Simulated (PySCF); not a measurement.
OPb, SMILES [O]=[Pb] (connectivity only; charge and spin as stated), neutral, multiplicity 1.

Coordinates come from a PBE0-D3(BJ)/def2-TZVP optimisation. The def2 effective core potentials stand for the cores of Pb; spin–orbit coupling is left out.

All values below come from PBE0-D3(BJ)/def2-TZVP (PySCF).

Frequencies are harmonic and unscaled.

Computed harmonic wavenumbers and intensities:
| mode | ν (cm⁻¹) | IR (km/mol) | Raman (Å⁴/amu) | depolarisation | moving atoms (share of kinetic energy) |
|---|---|---|---|---|---|
| 1 | 788 | 93.7 | 23.7 | 0.26 | O 93 % |
